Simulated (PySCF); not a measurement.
**Removing an electron from `FB(F)[C@H]1C=N1`**

Compound: C2H2BF2N.
Z-matrix (Å and degrees, PBE0-D3(BJ)/def2-SVP geometry), rows numbered from 1:
```
F 
B   1  1.3186
F   2  1.3193  1  117.47
C   2  1.5475  1  121.78  3  -179.35
C   4  1.4647  2  120.59  1   156.54
N   5  1.2400  4   69.92  2    99.25
H   4  1.0979  2  118.78  1    -4.98
H   5  1.0924  4  149.55  6   179.76
```

Level: wB97X-D/def2-SVPD (PySCF). Frontier orbitals with their largest atomic shares (Löwdin; up to four atoms above 4 %):

```tsv
orbital	ε (eV)	main atoms
HOMO−3	-14.06	F3 63 %, F1 12 %, C4 7 %, N6 7 %
HOMO−2	-13.13	N6 43 %, C5 20 %, C4 16 %, F1 8 %
HOMO−1	-10.93	N6 32 %, C4 22 %, C5 20 %, B2 10 %
HOMO	-10.49	?
LUMO	0.70	C5 36 %, N6 33 %, C4 10 %, H8 7 %
LUMO+1	1.57	B2 26 %, N6 19 %, C5 16 %, C4 10 %
LUMO+2	2.06	B2 66 %, F1 8 %, C5 7 %, C4 6 %
```

What vertical ionisation energy does ΔSCF give, and how far is −ε(HOMO) from it?

ΔSCF: 11.03 eV (1065 kJ/mol; threshold wavelength 112 nm); ⟨S²⟩ of the doublet left behind is 0.761, against 0.75 for a pure doublet. −ε(HOMO) is 10.49 eV, 0.54 eV below it. In exact Kohn–Sham theory the two would be equal; wB97X-D (range-separated hybrid) falls short of its own ΔSCF value by 5 %.

On which atoms does the HOMO lie?

N6 (C=N nitrogen) 40 %, C4 (sp3 carbon bound to nitrogen) 31 %, C5 (C=N carbon) 18 %. The HOMO−1 lies 0.44 eV lower.

What total energies stand behind the ΔSCF value?

E(N) = -356.38823 Eh and E(N − 1) = -355.98273 Eh at the same geometry, 0.40550 Eh apart.

Shift the occupied levels rigidly so that −ε(HOMO) equals the ΔSCF value. What binding energies result?

The shift is +0.54 eV: HOMO 11.03, HOMO−1 11.47, HOMO−2 13.67, HOMO−3 14.60 eV. A rigid shift is only a rough guide to the deeper ionisations.

Geometry: PBE0-D3(BJ)/def2-SVP, one conformer, isolated molecule.

The run behind these numbers computed excited states and ΔSCF ions as well. On an Arm Neoverse N1 with one thread (shared host), this took 63 s.

wB97X-D is run here without its empirical dispersion term; that term would change no orbital, density or response property at a fixed geometry.
